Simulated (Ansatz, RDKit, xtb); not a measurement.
Pair of molecules: C2H4 (SMILES C=C) (first 6 atoms) with H2Se (SMILES [SeH2]); geometry from B3LYP-D3(BJ)/def2-TZVP, rigid monomers moved along the line of their centres of mass till C1···Se7 is 4.11 Å.
(charge 0, multiplicity 1):
```xyz
9

C     -0.303     0.640    -0.066
C      0.109    -0.615     0.035
H     -1.348     0.887    -0.212
H      0.385     1.473    -0.003
H      1.153    -0.862     0.184
H     -0.580    -1.449    -0.025
Se     0.434     0.514     3.972
H     -0.935     0.052     3.712
H      0.189     0.558     5.424
```

Monomers are frozen at their geometry in the pair; levels with a basis set take the counterpoise correction. RDKit's UFF carries no charges.

Codes used: Ansatz (a program for electronic structure) with Gaussian orbitals; RDKit for the force fields; xtb for the GFN methods. Each number belongs to the level named beside it.

One of these levels gives -1.65 kcal/mol for the interaction energy. Which one is it?
(A) GFN-FF
(B) HF/aug-cc-pVDZ
(C) UFF

A, GFN-FF. The others give -0.71 (UFF), -0.22 (HF/aug-cc-pVDZ)
